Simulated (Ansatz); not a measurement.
Relaxation of BClFH₄N (8 atoms, charge 0, multiplicity 1), to a largest force component of 0.03 eV/Å in at most 50 steps.

Level of theory: Ansatz, RKS revPBE-D4/6-31G*.

```xyz
8
Properties=species:S:1:pos:R:3:forces:R:3
B -0.066 -0.582 -0.294 -0.14 -2.30 0.60
H -0.076 0.338 1.927 0.43 1.56 0.39
F 1.097 0.080 -0.279 0.04 0.05 -0.05
Cl -1.487 0.139 -1.090 0.02 0.00 0.02
N -0.172 -1.925 0.304 0.08 1.79 -1.18
H -1.033 -2.462 0.288 0.00 0.01 -0.02
H 0.597 -2.354 0.813 0.06 0.00 -0.03
H -0.295 -0.339 1.927 -0.49 -1.11 0.27
```

Where does it end, and by what steps?

It converged. The force dipped under the threshold on the way, but the program's further checks kept it going. After 20 steps the energy has fallen by 0.351 eV; H2 moved furthest, 1.14 Å.

| step | energy less start (eV) | largest force component (eV/Å) | accepted |
| --- | --- | --- | --- |
| 0 | 0.0000 | 2.300 | yes |
| 1 | -0.2179 | 0.798 | yes |
| 2 | -0.2956 | 0.405 | yes |
| 3 | -0.3268 | 0.235 | yes |
| 4 | -0.3247 | 0.345 | no |
| 5 | -0.3308 | 0.077 | yes |
| 6 | -0.3365 | 0.064 | yes |
| 7 | -0.3403 | 0.245 | yes |
| 8 | -0.3409 | 0.370 | yes |
| 9 | -0.3349 | 0.408 | no |
| 10 | -0.3444 | 0.127 | yes |
| 11 | -0.3464 | 0.011 | yes |
| 12 | -0.3477 | 0.096 | yes |
| 13 | -0.3378 | 0.617 | no |
| 14 | -0.3491 | 0.014 | yes |
| 15 | -0.3486 | 0.261 | no |
| 16 | -0.3497 | 0.025 | yes |
| 17 | -0.3500 | 0.070 | yes |
| 18 | -0.3502 | 0.180 | yes |
| 19 | -0.3510 | 0.047 | yes |
| 20 | -0.3513 | 0.018 | yes |

```xyz
8
Properties=species:S:1:pos:R:3
B 0.005 -0.770 -0.691
H -0.386 0.408 3.022
F 1.218 -0.297 -1.031
Cl -1.448 0.011 -1.384
N -0.130 -1.856 0.192
H -1.030 -2.239 0.466
H 0.676 -2.323 0.600
H -0.339 -0.038 2.424
```

Whether the end is a true minimum wasn't checked by a vibrational analysis.

Time of the run: 78 s on 1 thread of Arm Neoverse N1, with other jobs on the host, peak memory 0.15 GiB.
